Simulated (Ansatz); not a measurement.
`B/C=C/[SiH3]` + `[NH2][GaH][SiH3]` → `[SiH3][NH][GaH][SiH3]` + `BC=C`  (ligand exchange at the Si–C bond)

Program: Ansatz. Geometries: PBE0-D4/def2-TZVP. ΔE: electronic, gas phase. CCSD(T)/CBS adds triple-zeta CCSD(T) − MP2 to the extrapolated MP2 energy (def2 sets, frozen cores). Functionals use def2-TZVPP. B3LYP here is the variant with VWN-RPA as its local correlation; programs differ in this. For Ga outer-core shells are correlated without core-valence functions, which leaves a few kJ/mol of doubt a bond. Scalar relativity is left out up to krypton. One conformer a species, not always the lowest.

```tsv
level	ΔE (kJ/mol)
PBE-D4	-49.3
B3LYP-D4	-58.5
MP2/def2-TZVPP	-62.2
CCSD(T)/def2-TZVPP	-60.5
```

Task: What does CCSD(T)/CBS give? (Estimate.)

Result: The calculation gave: -59.0 kJ/mol. The listed levels differ from it by 9.7, 0.5, -3.2, -1.5 kJ/mol.

Largest T1 diagnostic among the species: 0.015.

From PBE to PBE0 (25 % exact exchange), in def2-TZVPP and without D4, ΔE moves by −4.8 kJ/mol. In def2-TZVPP, CCSD(T) changes the Hartree–Fock value by +7.8 kJ/mol (the triples alone add +1.1 kJ/mol) and MP2 by +6.1 kJ/mol.
